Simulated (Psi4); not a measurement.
C$_{5}$H$_{5}$Cl (SMILES C#CCC(=C)Cl), singlet, at a GFN2-xTB geometry; CAM-B3LYP/def2-TZVPP in Psi4 1.11.

Input for Psi4:
```
memory 2 GB

molecule mol {
0 1
  C     2.475116   -0.101277    1.116963
  C     1.611424   -0.550793    0.422697
  C     0.540304   -1.065913   -0.411818
  C    -0.742852   -0.341630   -0.122043
  C    -1.804887   -0.868487    0.458881
  Cl   -0.731508    1.326190   -0.602470
  H     3.243176    0.280304    1.720555
  H     0.815126   -0.926159   -1.461742
  H     0.409348   -2.133114   -0.217367
  H    -2.695350   -0.297121    0.649657
  H    -1.811289   -1.900544    0.762812
}

set basis def2-tzvpp
set reference rks

energy('cam-b3lyp')
print_variables()
```

The log (banner, timings and long lists left out):

```
   => Loading Basis Set <=

    Name: DEF2-TZVPP
    Role: ORBITAL
    Keyword: BASIS

         ---------------------------------------------------------
                                   SCF
               by Justin Turney, Rob Parrish, Andy Simmonett
                          and Daniel G. A. Smith
                              RKS Reference
         ---------------------------------------------------------

  ==> Geometry <==

    Molecular point group: c1
    Full point group: C1

    Geometry (in Angstrom), charge = 0, multiplicity = 1:

       Center              X                  Y                   Z               Mass
    ------------   -----------------  -----------------  -----------------  -----------------
         C            2.481815761282    -0.163497700299     1.137223711068    12.000000000000
         C            1.618123761282    -0.613013700299     0.442957711068    12.000000000000
         C            0.547003761282    -1.128133700299    -0.391557288932    12.000000000000
         C           -0.736152238718    -0.403850700299    -0.101782288932    12.000000000000
         C           -1.798187238718    -0.930707700299     0.479141711068    12.000000000000
         CL          -0.724808238718     1.263969299701    -0.582209288932    34.968852682000
         H            3.249875761282     0.218083299701     1.740815711068     1.007825032230
         H            0.821825761282    -0.988379700299    -1.441481288932     1.007825032230
         H            0.416047761282    -2.195334700299    -0.197106288932     1.007825032230
         H           -2.688650238718    -0.359341700299     0.669917711068     1.007825032230
         H           -1.804589238718    -1.962764700299     0.783072711068     1.007825032230

  Running in c1 symmetry.

  Rotational constants: A =      0.14662  B =      0.07028  C =      0.05397 [cm^-1]
  Rotational constants: A =   4395.53431  B =   2106.99350  C =   1617.97364 [MHz]
  Nuclear repulsion =  247.544762035239899

  Charge       = 0
  Multiplicity = 1
  Electrons    = 52
  Nalpha       = 26
  Nbeta        = 26

  ==> Algorithm <==

  SCF Algorithm Type is DF.
  DIIS enabled.
  MOM disabled.
  Fractional occupation disabled.
  Guess Type is SAD.
  Energy threshold   = 1.00e-06
  Density threshold  = 1.00e-06
  Integral threshold = 1.00e-12

  ==> Primary Basis <==

  Basis Set: DEF2-TZVPP
    Blend: DEF2-TZVPP
    Number of shells: 99
    Number of basis functions: 267
    Number of Cartesian functions: 303
    Spherical Harmonics?: true
    Max angular momentum: 3

  ==> DFT Potential <==

   => LibXC <=

    Version 7.1.2
    S. Lehtola, C. Steigemann, M. J. T. Oliveira, and M. A. L. Marques,  SoftwareX 7, 1–5 (2018) (10.1016/j.softx.2017.11.002)

   => Composite Functional: CAM-B3LYP <=

    CAM-B3LYP Hyb-GGA Exchange-Correlation Functional

    T. Yanai, D. P. Tew, and N. C. Handy,  Chem. Phys. Lett. 393, 51 (2004) (10.1016/j.cplett.2004.06.011)

    Deriv               =              1
    GGA                 =           TRUE
    Meta                =          FALSE

    Exchange Hybrid     =           TRUE
    MP2 Hybrid          =          FALSE

   => Exchange Functionals <=

    0.3500         Becke 88 [omega = 0.3300]
    0.4600   Short-range recipe for B88 functional - erf [omega = 0.3300]

   => Exact (HF) Exchange <=

    0.4600            HF,LR [omega = 0.3300]
    0.1900               HF

   => Correlation Functionals <=

    0.1900   Vosko, Wilk & Nusair (VWN5)
    0.8100   Lee, Yang & Parr

   => LibXC Density Thresholds  <==

    XC_HYB_GGA_XC_CAM_B3LYP:  1.00E-14

   => Molecular Quadrature <=

    Radial Scheme          =       TREUTLER
    Pruning Scheme         =           NONE
    Nuclear Scheme         =       TREUTLER

    Blocking Scheme        =         OCTREE
    BS radius alpha        =              1
    Pruning alpha          =              1
    Radial Points          =             75
    Spherical Points       =            302
    Total Points           =         234783
    Total Blocks           =           1799
    Max Points             =            256
    Max Functions          =            252
    Weights Tolerance      =       1.00E-15

   => Loading Basis Set <=

    Name: (DEF2-TZVPP AUX)
    Role: JKFIT
    Keyword: DF_BASIS_SCF

  ==> Integral Setup <==

  SCF_SUBTYPE=INCORE selected. In-core MEM_DF algorithm will be used.
  Using in-core AOs.

  ==> MemDFJK: Density-Fitted J/K Matrices <==

    J tasked:                   Yes
    K tasked:                   Yes
    wK tasked:                  Yes
    Omega:                3.300E-01
    Algorithm:                 Core
    Schwarz Cutoff:           1E-12
    Mask sparsity (%):       6.6181
    Fitting Condition:        1E-10

   => Auxiliary Basis Set <=

  Basis Set: (DEF2-TZVPP AUX)
    Blend: DEF2-UNIVERSAL-JKFIT
    Number of shells: 193
    Number of basis functions: 593
    Number of Cartesian functions: 700
    Spherical Harmonics?: true
    Max angular momentum: 4

  Minimum eigenvalue in the overlap matrix is 1.6113185705E-05.
  Reciprocal condition number of the overlap matrix is 1.8362200951E-06.
    Using symmetric orthogonalization.

  ==> Pre-Iterations <==

  SCF Guess: Superposition of Atomic Densities via on-the-fly atomic UHF (no occupation information).

   -------------------------
    Irrep   Nso     Nmo
   -------------------------
     A        267     267
   -------------------------
    Total     267     267
   -------------------------

  ==> Iterations <==

                           Total Energy        Delta E     RMS |[F,P]|

   @DF-RKS iter SAD:  -652.86223059999247   -6.52862e+02   0.00000e+00
   @DF-RKS iter   1:  -653.28022689113027   -4.17996e-01   3.19333e-03 DIIS/ADIIS
   @DF-RKS iter   2:  -653.39195122113119   -1.11724e-01   2.53703e-03 DIIS/ADIIS
   @DF-RKS iter   3:  -653.62642516886024   -2.34474e-01   4.10766e-04 DIIS/ADIIS
   @DF-RKS iter   4:  -653.63068385558336   -4.25869e-03   1.87690e-04 DIIS/ADIIS
   @DF-RKS iter   5:  -653.63169300364257   -1.00915e-03   8.04713e-05 DIIS
   @DF-RKS iter   6:  -653.63190324164611   -2.10238e-04   1.10981e-05 DIIS
   @DF-RKS iter   7:  -653.63190942473602   -6.18309e-06   4.73899e-06 DIIS
   @DF-RKS iter   8:  -653.63191035550767   -9.30772e-07   1.60550e-06 DIIS
   @DF-RKS iter   9:  -653.63191046086433   -1.05357e-07   6.98960e-07 DIIS
  Energy and wave function converged.

  ==> Post-Iterations <==

   Electrons on quadrature grid:
      Ntotal   =   51.9999949058 ; deviation = -5.094e-06

    Orbital Energies [Eh]
    ---------------------

    Doubly Occupied:

[...]
    Virtual:

[...]
     267A     25.907231

    Final Occupation by Irrep:
              A
    DOCC [    26 ]
    NA   [    26 ]
    NB   [    26 ]

  @DF-RKS Final Energy:  -653.63191046086433

   => Energetics <=

    Nuclear Repulsion Energy =            247.5447620352398985
    One-Electron Energy =               -1386.0583099080708962
    Two-Electron Energy =                 527.4286957470219477
    DFT Exchange-Correlation Energy =     -42.5470583350553540
    Empirical Dispersion Energy =           0.0000000000000000
    VV10 Nonlocal Energy =                  0.0000000000000000
    Total Energy =                       -653.6319104608643329

Computation Completed

Properties will be evaluated at   0.000000,   0.000000,   0.000000 [a0]

Properties computed using the SCF density matrix

 Multipole Moments:

 ------------------------------------------------------------------------------------
     Multipole            Electronic (a.u.)      Nuclear  (a.u.)        Total (a.u.)
 ------------------------------------------------------------------------------------

 L = 1.  Multiply by 2.5417464519 to convert [e a0] to [Debye]
 Dipole X            :         -0.7457258            0.6583666           -0.0873593
 Dipole Y            :          5.5224398           -6.1141719           -0.5917321
 Dipole Z            :         -1.9462607            1.9909436            0.0446829
 Magnitude           :                                                    0.5998125

 ------------------------------------------------------------------------------------

  Variable Map:
  ----------------------------------------------------------------------------
[...]
  Array Variable Map:
  ----------------------------------------------------------------------------
[...]
[...]
```
